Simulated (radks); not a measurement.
Values are calculated unless marked as measured or tabulated.
Problem. These are the eigenvalues of the occupied orbitals of an atom or ion with whole-number occupations (eV). Level of theory: Dirac Kohn-Sham, BLYP, spin-unpolarised, spherical densities, finite nucleus; Fermi nuclear charge, rms radius of each element as measured or else 0.836 A^(1/3) + 0.57 fm (a radial shooting solver on a logarithmic mesh with Libxc functionals).

1s1/2: -73773.08
2s1/2: -12864.88
2p1/2: -12321.87
2p3/2: -10790.26
3s1/2: -3016.629
3p1/2: -2772.973
3p3/2: -2438.996
3d3/2: -2029.566
3d5/2: -1957.212
4s1/2: -660.1645
4p1/2: -557.8041
4p3/2: -479.3110
4d3/2: -311.0663
4d5/2: -296.5279
5s1/2: -121.3997
5p1/2: -89.6955
4f5/2: -83.5803
4f7/2: -80.7722
5p3/2: -77.2846
5d3/2: -35.3659
5d5/2: -34.1097

Which element is it, and in what charge state? The configuration may be excited. Open shells, if any, fill j = l - 1/2 first.

Solution. Z = 76, osmium, charge +3: Os3+ in [Xe] 4f14 5d5. The list shows which subshells hold electrons but not how many an open one holds; the 1s level, -2711.1 hartree, gives Z - s = 73.6 by -(Z - s)^2/2, which with screening and relativity narrows Z to a few neighbours, and the depths of the outer levels then fix element, charge and occupations together.
